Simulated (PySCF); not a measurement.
Broadened absorption spectrum of C5H7NO

Species: C5H7NO.
Numbering: `[CH3:1]/[N:2]=[CH:3]/[CH2:4][CH:5]=[C:6]=[O:7]` (hydrogens: H8, H9, H10 on C1; H11 on C3; H12, H13 on C4; H14 on C5)

Geometry (GFN2-xTB, Å), atoms numbered from 1 in this order:
```xyz
14
C5H7NO angstrom
C     -2.5310   -0.2673    0.6443
N     -1.4742    0.0251   -0.2700
C     -0.3259    0.3072    0.1438
C      0.7888    0.5995   -0.8110
C      1.8775   -0.4388   -0.6542
C      2.9637   -0.2431    0.0188
O      3.9543   -0.0524    0.6012
H     -3.3383    0.4447    0.4693
H     -2.2264   -0.2241    1.6992
H     -2.9117   -1.2632    0.4146
H     -0.0570    0.3353    1.2120
H      1.1939    1.5906   -0.5978
H      0.4008    0.5776   -1.8293
H      1.6847   -1.4163   -1.0630
```

Computed with TDDFT B3LYP/def2-SVPD, vertical, gas phase, core orbitals frozen in the response (PySCF 2.14.0, density-fitted response routines).

Computed states:

| state | E (eV) | f |
| --- | --- | --- |
| S1 | 3.62 | 0.0009 |
| S2 | 4.86 | 0.0097 |
| S3 | 5.20 | 0.0077 |
| S4 | 5.56 | 0.060 |
| S5 | 6.14 | 0.011 |
| S6 | 6.23 | 0.042 |
| S7 | 6.71 | 0.046 |
| S8 | 6.92 | 0.013 |

Broadening: Gaussians 0.25 eV wide at half height, area fixed by f = 4.319×10⁻⁹ ∫ε dν̃. The width is an assumption, not a result. The curve ends short of the highest state used, and states not computed would add to its high-energy end.

(1) Give the broadened spectrum and its maxima.

(2) On this curve, what absorbance would a 10⁻⁴ mol/L sample give at 254 nm over a 1 cm path?

(3) Does any computed singlet lie in the visible range?

(4) Coming from long wavelengths, where does ε first pass 100 L mol⁻¹ cm⁻¹?

## Answers

(1) 
(E (eV), ε (L mol⁻¹ cm⁻¹)): (3.24, 0), (3.37, 7), (3.51, 57), (3.64, 91), (3.78, 28), (3.91, 2), (4.04, 0), (4.18, 0), (4.31, 0), (4.44, 0), (4.58, 33), (4.71, 388), (4.85, 1042), (4.98, 649), (5.11, 658), (5.25, 812), (5.38, 1637), (5.52, 5923), (5.65, 4595), (5.78, 800), (5.92, 203), (6.05, 1795), (6.18, 5066), (6.32, 3503)

Maxima: 343 nm (3.62 eV), ε about 94, made up of S1 (100%); 255 nm (4.86 eV), ε about 1000, made up of S2 (99%); 238 nm (5.20 eV), ε about 850, made up of S3 (97%); 223 nm (5.56 eV), ε about 6400, made up of S4 (100%); 199 nm (6.22 eV), ε about 5400, made up of S5 (17%) and S6 (83%) (ε in L mol⁻¹ cm⁻¹; maxima over ε = 5, shares over 10%).

(2) 254 nm is 4.881 eV, where ε is about 1000 L mol⁻¹ cm⁻¹, so A = ε c l ≈ 0.1 (Beer–Lambert, with the gas-phase spectrum and the assumed width).

(3) No computed singlet lies in the visible range (380 to 750 nm); the lowest, at 343 nm, stands 0.35 eV above its violet end (3.26 eV); a Tamm–Dancoff triplet lies at 381 nm, without intensity as long as spin–orbit coupling is left out.

(4) At about 268 nm (4.63 eV), 1.02 eV above S1.

On x86-64 server, one thread, no GPU, shared host, this took 18 s of wall time.

One conformer stands for the species.
